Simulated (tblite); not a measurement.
Compound: C8H9B.
Bonds: B1–C2, C2–C3, C3–C4 (double), C4–C5, C5–C6, C6–C7 (double), C5–C8, C8–C9 (double), C2–C7, C2–C9. Hydrogens: H10, H11 on B1; H12 on C3; H13 on C4; H14 on C5; H15 on C6; H16 on C7; H17 on C8; H18 on C9.

Computed with GFN2-xTB (tblite), gas phase: L-BFGS steps from a force-field or distance-geometry start until the largest atomic force falls under 0.01 eV/Å.

Step 1: E = -621.8731 eV
```
atom  x, y, z in Å  |  force x, y, z in eV/Å
B1     -2.4496    0.3471    0.1882    0.145  -0.799   0.920
C2     -0.8863    0.1520    0.0331    0.329   0.132  -0.077
C3     -0.0234    1.4176    0.2343   -1.250   0.146   0.051
C4      1.2657    1.2362    0.1224    1.404  -0.248   0.006
C5      1.6891   -0.2193   -0.1548   -0.643   0.148  -0.051
C6      0.8804   -0.5939   -1.4151    1.842  -0.242  -0.142
C7     -0.4040   -0.4105   -1.3178   -1.568   0.157   0.118
C8      1.0121   -1.0224    0.9685    1.408  -0.195  -0.177
C9     -0.2790   -0.8498    1.0701   -1.469   0.272   0.046
H10    -2.8632    1.0305    1.0535    0.079   0.189  -0.345
H11    -3.1761   -0.4797   -0.2289    0.084   0.278  -0.266
H12    -0.4914    2.3894    0.4339    0.145  -0.665  -0.114
H13     2.0027    2.0355    0.2444   -0.208  -0.546  -0.132
H14     2.7786   -0.3737   -0.2451   -0.604   0.079   0.060
H15     1.3778   -0.9740   -2.3140   -0.087   0.203   0.575
H16    -1.1225   -0.6313   -2.1177    0.346   0.190   0.580
H17     1.5893   -1.6933    1.6175   -0.208   0.451  -0.470
H18    -0.9091   -1.3542    1.8161    0.254   0.450  -0.584
```

Step 2: E = -621.9769 eV
```
atom  x, y, z in Å  |  force x, y, z in eV/Å
B1     -2.4491    0.3359    0.2017    0.277  -0.672   0.723
C2     -0.8833    0.1545    0.0317    0.077   0.054  -0.004
C3     -0.0299    1.4181    0.2340   -0.137  -0.176  -0.067
C4      1.2739    1.2328    0.1233    0.205  -0.142   0.053
C5      1.6826   -0.2173   -0.1564   -0.310   0.056   0.013
C6      0.8928   -0.5949   -1.4144    0.278   0.020   0.077
C7     -0.4113   -0.4099   -1.3157   -0.138   0.031   0.133
C8      1.0188   -1.0228    0.9665    0.247   0.058  -0.191
C9     -0.2869   -0.8475    1.0694   -0.288   0.251  -0.203
H10    -2.8618    1.0327    1.0480    0.032   0.224  -0.211
H11    -3.1745   -0.4753   -0.2324    0.021   0.168  -0.258
H12    -0.4899    2.3807    0.4324    0.002  -0.368  -0.054
H13     2.0009    2.0291    0.2427   -0.021  -0.368  -0.096
H14     2.7696   -0.3725   -0.2442   -0.478   0.066   0.052
H15     1.3775   -0.9718   -2.3075    0.080   0.091   0.321
H16    -1.1194   -0.6291   -2.1112    0.158   0.129   0.378
H17     1.5874   -1.6880    1.6119   -0.050   0.283  -0.315
H18    -0.9062   -1.3484    1.8087    0.044   0.297  -0.351
```

Step 3: E = -622.0528 eV
```
atom  x, y, z in Å  |  force x, y, z in eV/Å
B1     -2.4432    0.3101    0.2312    0.338  -0.392   0.362
C2     -0.8802    0.1583    0.0303   -0.072  -0.107   0.063
C3     -0.0306    1.4130    0.2315    0.237  -0.237  -0.078
C4      1.2775    1.2266    0.1258   -0.324  -0.053   0.026
C5      1.6715   -0.2143   -0.1583    0.018  -0.041   0.110
C6      0.9002   -0.5934   -1.4100   -0.419   0.111   0.095
C7     -0.4101   -0.4098   -1.3103    0.302   0.028   0.126
C8      1.0207   -1.0202    0.9605   -0.403   0.200  -0.182
C9     -0.2912   -0.8406    1.0630    0.363   0.193  -0.288
H10    -2.8596    1.0397    1.0378   -0.010   0.226  -0.022
H11    -3.1723   -0.4671   -0.2415   -0.036   0.009  -0.208
H12    -0.4889    2.3648    0.4299   -0.121  -0.054   0.005
H13     1.9997    2.0156    0.2391    0.162  -0.156  -0.049
H14     2.7501   -0.3699   -0.2421   -0.164   0.027   0.024
H15     1.3798   -0.9681   -2.2954    0.212  -0.011   0.080
H16    -1.1143   -0.6244   -2.0979   -0.019   0.055   0.150
H17     1.5853   -1.6774    1.6003    0.104   0.084  -0.126
H18    -0.9033   -1.3367    1.7945   -0.168   0.118  -0.088
```

Task: Estimate the geometry and energy of step 4. (The exact step hangs on the optimiser's Hessian estimate; all steps are aligned on step 3, rigid shifts and turns removed.)

Result: E = -622.0856 eV, largest force 0.538 eV/Å
```
atom  x, y, z in Å  |  force x, y, z in eV/Å
B1     -2.4337    0.2859    0.2574    0.147  -0.134   0.113
C2     -0.8788    0.1588    0.0303   -0.085  -0.146   0.066
C3     -0.0300    1.4067    0.2288    0.209  -0.099  -0.031
C4      1.2769    1.2212    0.1278   -0.360   0.045  -0.003
C5      1.6642   -0.2129   -0.1576    0.123  -0.051   0.074
C6      0.9016   -0.5911   -1.4061   -0.528   0.099   0.030
C7     -0.4079   -0.4087   -1.3045    0.321   0.019   0.045
C8      1.0166   -1.0152    0.9533   -0.184   0.060  -0.045
C9     -0.2896   -0.8328    1.0543    0.145   0.036  -0.063
H10    -2.8582    1.0482    1.0304    0.017   0.131   0.035
H11    -3.1712   -0.4613   -0.2512   -0.001  -0.043  -0.112
H12    -0.4902    2.3529    0.4283   -0.164   0.088   0.027
H13     2.0018    2.0037    0.2357    0.215  -0.050  -0.023
H14     2.7344   -0.3676   -0.2403    0.128  -0.019   0.008
H15     1.3850   -0.9658   -2.2855    0.232  -0.046  -0.020
H16    -1.1111   -0.6202   -2.0862   -0.134   0.008  -0.004
H17     1.5857   -1.6688    1.5902    0.107   0.032  -0.072
H18    -0.9042   -1.3266    1.7831   -0.187   0.069  -0.025
```

The energy changes by -0.0328 eV. The first-order estimate −F·Δx gives -0.0524 eV and the mean of the old and new forces, exact on a quadratic surface, -0.0327 eV. The step makes an angle of 47° with the force vector and moves no atom by more than 0.037 Å.

What follows is the cost of the whole relaxation. On Arm Neoverse N1, one thread, shared host, this took 0.18 s.
